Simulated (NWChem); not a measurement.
## Atomisation of AlO

```xyz
2

Al     0.0000     0.0000     0.6241
O      0.0000     0.0000    -1.0142
```
Charge 0, spin multiplicity 2.

Program: NWChem. All single points use one geometry, from UB3LYP/def2-SVP, a minimum by its harmonic frequencies.

Basis set: def2-TZVP. The atomisation energy is electronic alone: no zero-point, thermal, spin-orbit or counterpoise terms. No value is extrapolated to the basis-set limit. Free atoms are single determinants with multiplicities Al 2, O 3.

B3LYP has NWChem's definition, with VWN1-RPA local correlation. The structure started from a generated list of species. The unpaired electrons of the parent sit in orbitals of symmetry a1 (C2v labels of the run); other states weren't searched. The stability of the SCF solutions was not checked. Open-shell Hartree-Fock references start from PBE0 orbitals.

**Question.** Order these methods by the atomisation energy they give, lowest first: LDA (SVWN5), B3LYP, PBE0, BP86, TPSS, HF.

**Answer.** HF (55.7 kcal/mol), PBE0 (116.1 kcal/mol), B3LYP (119.8 kcal/mol), TPSS (123.8 kcal/mol), BP86 (131.2 kcal/mol), LDA (SVWN5) (152.6 kcal/mol)
